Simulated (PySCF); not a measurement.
MnCl2, SMILES [Cl][Mn][Cl] (connectivity only; charge and spin as stated), neutral, multiplicity 6.

Geometry: ωB97X-D3(BJ)/def2-TZVP. The spin state was assumed, not searched. The isomer is the one that the SMILES or the coordinates give; other isomers of the formula were not compared.

All values below come from PySCF with ωB97X-D3(BJ)/def2-TZVP.

Frequencies are harmonic and unscaled.

Modes within 1.5 cm⁻¹ of each other (mostly degenerate sets) share a row, with their intensities summed.

Q: List the normal modes with their intensities. (Estimate from the structure and the level; the computed values follow.)

A: 
```json
[
 {"mode": "1–2", "ν (cm⁻¹)": "79", "IR (km/mol)": "49.3", "moving atoms (share of kinetic energy)": "Mn 56 %, Cl 44 %"},
 {"mode": "3", "ν (cm⁻¹)": "339", "IR (km/mol)": "0.0", "moving atoms (share of kinetic energy)": "Cl 100 %"},
 {"mode": "4", "ν (cm⁻¹)": "490", "IR (km/mol)": "158.0", "moving atoms (share of kinetic energy)": "Mn 56 %, Cl 44 %"}
]
```
